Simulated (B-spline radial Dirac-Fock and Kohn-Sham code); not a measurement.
## Form factor and incoherent scattering function of Pd²⁰⁺

System: the Pd²⁰⁺ ion, 1s2 2s2 2p6 3s2 3p6 3d8.

Method: Dirac-Fock densities. Computed with an atomic code on a B-spline grid. f₀ is the Fourier transform of the spherical electron density, S the Waller-Hartree incoherent function, and s = sin θ/λ. The electron scattering factor follows from the Mott-Bethe formula f_e = 0.023934 Å⁻¹·(Z − f₀)/s².

```
s (Å⁻¹)      f₀       S  f_e (Å)
      0  26.000   0.000        –
   0.05  25.955   0.039  191.902
    0.1  25.821   0.156   48.296
   0.15  25.600   0.348   21.700
    0.2  25.295   0.611   12.389
   0.25  24.910   0.941    8.076
    0.3  24.451   1.333    5.731
   0.35  23.925   1.778    4.313
    0.4  23.337   2.270    3.390
   0.45  22.697   2.802    2.754
    0.5  22.012   3.365    2.296
    0.6  20.541   4.558    1.693
    0.7  18.989   5.793    1.319
    0.8  17.419   7.026    1.069
    0.9  15.882   8.223    0.890
      1  14.423   9.360    0.756
    1.1  13.072  10.426    0.651
    1.2  11.850  11.414    0.568
    1.4   9.818  13.158    0.442
    1.6   8.311  14.625    0.352
    1.8   7.236  15.861    0.286
      2   6.477  16.912    0.236
    2.5   5.309  18.968    0.156
      3   4.491  20.483    0.110
    3.5   3.745  21.629    0.083
      4   3.077  22.489    0.064
      5   2.104  23.598    0.042
      6   1.573  24.235    0.030
```

f₀ starts at the number of electrons, 26, and has fallen to half at s ≈ 1.11 Å⁻¹. The sum of ⟨r²⟩ over the electrons is 2.440 bohr². For an ion f_e diverges as s goes to zero, because of the net charge.
